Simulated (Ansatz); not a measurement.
Species: C$_{4}$H$_{12}$Si, charge 0, multiplicity 1. 
Geometry from a B3LYP-D3(BJ)/def2-TZVP (Ansatz, an electronic-structure program) optimisation:
SMILES: C[Si](C)(C)C
```xyz
17

C     -0.4188    -1.2301    -1.3586
Si     0.0000     0.0000     0.0000
C      0.0894     1.7311    -0.7277
C     -1.3311    -0.0542     1.3265
C      1.6605    -0.4469     0.7598
H     -1.3809    -0.9963    -1.8207
H     -0.4780    -2.2479    -0.9658
H      0.3383    -1.2219    -2.1464
H      0.3317     2.4704     0.0395
H     -0.8633     2.0203    -1.1780
H      0.8560     1.7947    -1.5037
H     -2.3102     0.2016     0.9147
H     -1.4073    -1.0501     1.7696
H     -1.1153     0.6517     2.1321
H      1.6402    -1.4501     1.1922
H      2.4565    -0.4241     0.0117
H      1.9323     0.2517     1.5548
```

Quantity: atomisation energy (electronic, to ground-state atoms); the coupled-cluster value holds the core correlation from cc-pwCVTZ, in eV. Cores are frozen in the correlated levels unless marked. Open shells are spin-unrestricted. No spin-orbit coupling. Non-relativistic. Basis-set limits of correlation are two-point, X^-3; Hartree-Fock from the larger set.

Level to compare with: CCSD(T)/CBS(cc-pV(T+d)Z,cc-pV(Q+d)Z) plus the core term (Ansatz), 67.09 eV. It is a level with limits of its own, and the differences hold the functionals' basis error too.

Rank these functionals by how close they come to CCSD(T)/CBS(cc-pV(T+d)Z,cc-pV(Q+d)Z), closest first: r2SCAN/def2-TZVPD (Ansatz); BLYP/def2-TZVPD (Ansatz); LC-wPBE/def2-TZVPD (Ansatz).

r2SCAN/def2-TZVPD (meta-GGA, 66.83 eV, difference -0.26), LC-wPBE/def2-TZVPD (range-separated hybrid, 66.57 eV, difference -0.52), BLYP/def2-TZVPD (GGA, 65.49 eV, difference -1.60)
